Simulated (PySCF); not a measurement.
Computed IR spectrum (relative IR intensity) of a molecule C₃H₅ClOSi. The structure is a stationary point at PBE-D3(BJ)/def2-SVP. Other conformers were not sampled. Method: PBE-D3(BJ)/def2-SVP run with PySCF 2.14.0. Frequencies are harmonic and unscaled.

Lines under 2 % of the strongest are left out, and lines within 2 cm⁻¹ are merged.

```
ν (cm⁻¹)  relative intensity
--------  ------------------
243                      2.3
419                      2.5
454                       26
542                       48
639                      6.4
676                       16
702                       26
727                       11
745                       53
831                       38
839                      100
892                      3.1
940                       15
1025                      73
1060                      12
1141                     2.3
1175                      74
1310                     2.1
1350                     4.2
1629                      53
2223                      74
2969                     6.4
3152                     7.9
```

Task: Pick the molecule that these values belong to.
(A) Cl/C=C1\CO[SiH2]1
(B) Cl[Si@@H]1CC=CO1
(C) CC#C[Si@H](O)Cl
(D) CC1=CO[Si@@H]1Cl

Result: B, Cl[Si@@H]1CC=CO1
